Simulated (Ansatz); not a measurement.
System: WH, net charge 0, sextet state. The spin state was set by rule; other spins were not relaxed. 
Structure (B3LYP-D3(BJ)/def2-TZVP (Ansatz, a program for electronic structure) minimum search):
```xyz
2

W      0.0000     0.0000    -0.0229
H      0.0000     0.0000     1.6978
```
Charge 0, spin multiplicity 6.

Property: atomisation energy (electronic, to ground-state atoms), in kcal/mol. Correlated levels leave the core frozen unless marked. Open shells are spin-unrestricted. Spin-orbit coupling is left out. Frozen are the shells of the preceding noble gas and the d and f shells that filled before the atom's block. In def2 rows, elements after Kr have scalar-relativistic effective core potentials. The coupled-cluster limit lacks core correlation, which all-electron functionals hold. Basis-set limits of correlation are two-point, X^-3; Hartree-Fock from the larger set.

```tsv
level	program	atomisation energy (kcal/mol)
PBE/def2-TZVPD	Ansatz	79.9
PBE-D3(BJ)/def2-TZVPD	Ansatz + dftd3	80.2
BHLYP/def2-TZVPD	Ansatz	[?]
HSE06-D4/def2-TZVPD	Ansatz + dftd4	[?]
LC-wPBE-D4/def2-TZVPD	Ansatz + dftd4	80.2
PBE-QIDH/def2-TZVPD	Ansatz	77.4
CCSD/def2-SVPD	Ansatz	[?]
CCSD(T)/CBS(def2-TZVPPD,def2-QZVPPD)	Ansatz	72.8
```

Q: Complete the blanks.

A: 
- BHLYP/def2-TZVPD, atomisation energy (kcal/mol): 70.2
- HSE06-D4/def2-TZVPD, atomisation energy (kcal/mol): 80.0
- CCSD/def2-SVPD, atomisation energy (kcal/mol): 70.1
